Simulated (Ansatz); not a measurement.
Geometry optimisation, RKS PBE0-D4/def2-mTZVP in Ansatz 0.2.0.

input.yaml

```yaml
crystal:
  periodic: [false, false, false]
  atoms:
    - { symbol: Ge, position_ang: [0.214557, 0.0, -0.113966] }
    - { symbol: F, position_ang: [0.230193, 0.0, 1.605645] }
    - { symbol: H, position_ang: [1.703811, 0.0, -0.499745] }
    - { symbol: H, position_ang: [-0.490008, 1.283418, -0.565242] }
    - { symbol: H, position_ang: [-0.490008, -1.283418, -0.565242] }
    - { symbol: Br, position_ang: [-3.092626, 0.0, 1.321307] }
    - { symbol: H, position_ang: [-1.822418, 0.0, 2.126943] }
basis:
  gaussian: { orbitals: def2-mTZVP }
hamiltonian:
  xc: pbe0
  dispersion: d4
relax:
  f_tol: 0.03
  max_steps: 50
```

Launched with:

```bash
$ ansatz run input.yaml --threads 2 --pin off --max-ram 3072MiB --backend cpu --events-out ev --progress --plain --runs-dir out
```

**Question.** Where does it end, and by what steps?

**Answer.** The run converged. The force dipped under the threshold on the way, but the program's further checks kept it going. After 10 steps the energy has fallen by 0.112 eV; Br6 moved furthest, 0.69 Å.

```tsv
step	energy less start (eV)	largest force component (eV/Å)	accepted
0	0.0000	1.285	yes
1	-0.0839	0.343	yes
2	-0.0932	0.091	yes
3	-0.0969	0.095	yes
4	-0.0906	0.808	no
5	-0.1037	0.255	yes
6	-0.1093	0.019	yes
7	-0.1110	0.098	yes
8	-0.1117	0.089	yes
9	-0.1120	0.057	yes
10	-0.1122	0.021	yes
```

```xyz
7
Properties=species:S:1:pos:R:3
Ge 0.326 0.000 -0.242
F -0.058 0.000 1.481
H 1.857 0.000 -0.310
H -0.303 1.277 -0.803
H -0.303 -1.277 -0.803
Br -3.353 0.000 1.965
H -1.911 0.000 2.023
```

Whether the end is a true minimum wasn't checked by a vibrational analysis.

Time of the run: 31 s on 2 threads of Arm Neoverse V1, with other jobs on the host, peak memory 0.22 GiB.
